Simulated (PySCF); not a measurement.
GeOF₂, SMILES [O]=[Ge]([F])[F]. Coordinates come from a PBE-D3(BJ)/def2-SVP optimisation.

Computed equilibrium geometry at PBE-D3(BJ)/def2-SVP (PySCF confirms it by a frequency run) as bond lengths and angles, and its point group:
point group C2v.
Atoms: Ge1 O2 F3 F4. Bonded distances (Å): Ge1–O2 1.640, Ge1–F3 1.735, Ge1–F4 1.735. Bond angles (°): O2–Ge1–F3 129.3, O2–Ge1–F4 129.3, F3–Ge1–F4 101.4.
Charge 0, spin multiplicity 1.
